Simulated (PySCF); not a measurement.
**Bi⁺ (bismuth, charge +1) across methods**

[Xe] 4f14 5d10 6s1 6p2 7s1, high-spin 5P determinant (an excited configuration). Computed with PySCF 2.14 in aug-cc-pVTZ-PP with ECP60MDF, with a scalar-relativistic core potential.

```tsv
method	E (hartree)	mean ε 6s α (eV)	mean ε 6p α (eV)	mean ε 7s α (eV)	Σ⟨r²⟩ (bohr²)	⟨S²⟩
PBE0	-213.6816	-28.734	-16.712	-7.196	74.34	6.002
UHF	-212.73891	-33.188	-19.710	-8.089	76.85	6.005
r2SCAN	-213.7721	-27.702	-16.029	-6.754	74.60	6.004
LDA	-213.3601	-27.239	-15.652	-6.924	73.62	6.001
MN15	-213.2257	-30.189	-17.468	-7.421	74.45	6.002
PW91	-213.7742	-27.015	-15.579	-6.819	73.65	6.002
TPSS	-213.6053	-26.955	-15.543	-6.695	73.82	6.002
r2SCANh	-213.7532	-28.362	-16.463	-6.923	74.74	6.004
PBE	-213.6948	-26.944	-15.518	-6.791	73.83	6.002
```

Energies and moments cover only the electrons outside the core potential. Spin-orbit coupling is strong in this species (close to jj coupling), so the high-spin LS determinant is a model state, not a physical level. The outer electron is Rydberg-like, and this basis confines it to a smaller radius and binds it less than a complete one would.
